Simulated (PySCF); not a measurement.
# Correlation energy of Cl²⁺ (chlorine, charge +2)

[Ne] 3s2 3p3, high-spin 4S determinant. Computed with PySCF 2.14 in x2c-TZVPall (5s5p2d1f, 37 functions), with scalar relativity by spin-free X2C-1e. Frozen: [Ne]; 5 electrons correlated.

MP2 pair energies summed by pair of shells (mhartree):

| pair | energy | share (%) |
| --- | --- | --- |
| 3s-3p | -61.78 | 66.4 |
| 3p-3p | -21.82 | 23.5 |
| 3s-3s | -9.39 | 10.1 |

Total MP2 correlation energy: -93.00 mhartree.

Same-spin part -24.97 and opposite-spin part -68.03 mhartree; SCS-MP2 scales them by 1/3 and 6/5 to -89.96 mhartree.

```json
{"level": "CCSD", "correlation energy (mhartree)": "-114.51"}
{"level": "(T)", "correlation energy (mhartree)": "-3.23"}
{"level": "CCSD(T)", "correlation energy (mhartree)": "-117.74"}
```

Diagnostics: T1 = 0.0024, D1 = 0.0063, largest double amplitude 0.063.

Problem. Is a single reference adequate?

Solution. Yes: T1 lies below 0.03 and no double amplitude reaches 0.07.
